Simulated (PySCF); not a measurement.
## SeF₆, singlet: data card

Method: PBE0/[Se def2-SVP, F def2-SVP], no relativity, density fitting, PySCF.

The structure is a minimum.

```xyz
7
charge 0 multiplicity 1, angstrom
Se    0.0000    0.0000    0.0000
F     0.0000   -1.7038    0.0000
F     0.0000    0.0000    1.7038
F    -1.7038    0.0000    0.0000
F     1.7038    0.0000    0.0000
F     0.0000    1.7038    0.0000
F     0.0000    0.0000   -1.7038
```

* Point group: Oh
* Bond lengths: Se–F 1.704 Å (×6)
* Bond angles: F–Se–F 90.0° (×12), F–Se–F 180.0° (×3)
* Rotational symmetry number: 24
* Dipole moment: 0.00 D
* Rotational constants: 0.07642, 0.07642, 0.07642 cm⁻¹
* Principal polarisabilities: 25.5, 25.5, 25.5 bohr³
* Enthalpy at 298.15 K above 0 K: 19.90 kJ/mol
* Highest occupied level: -12.60 eV
* Atomisation energy without zero-point energy: 1814 kJ/mol
* Entropy at 298.15 K and 1 bar: 314.7 J/(mol K)
* Heat capacity Cp at 298.15 K: 110.3 J/(mol K)
* Principal quadrupole moments (Buckingham, traceless) about the centre of mass: 0.00, 0.00, 0.00 D Å
* Zero-point energy: 46.2 kJ/mol
* Lowest empty level: -3.72 eV

Harmonic modes (masses in u: Se 79.917, F 18.998):
| symmetry | ω (cm⁻¹) | IR (km/mol, summed over degenerate members) |
| --- | --- | --- |
| t2u | 261 | 0.0 |
| t2g | 388 | 0.0 |
| t1u | 430 | 170 |
| eg | 678 | 0.0 |
| a1g | 719 | 0.0 |
| t1u | 804 | 488 |

In Oh the vibrations span t2u + t2g + 2t1u + eg + a1g. The a1g, eg, t2g, t2u modes carry no infrared intensity, as symmetry demands. With a centre of inversion only u modes can be infrared active and only g modes Raman active.

Charges (e):
```csv
atom,Mulliken,Löwdin,polar tensor,Mayer order to Se1
Se1,1.69,1.18,3.19,–
"F2,3,4,5,6,7",-0.28,-0.20,-0.53,0.96
```

Mulliken populations on Se1: s 7.27, p 14.03, d 11.02.

Counting electrons, selenium keeps none of its valence electrons outside its bonds, so the VSEPR class is AX6 and the expected shape is octahedral (Oh), as computed.

The final relaxation and frequency run took 35 s on 4 threads of a shared Arm Neoverse V2 host, with 116 basis functions and 6 gradients; the process peaked at 1.9 GiB.
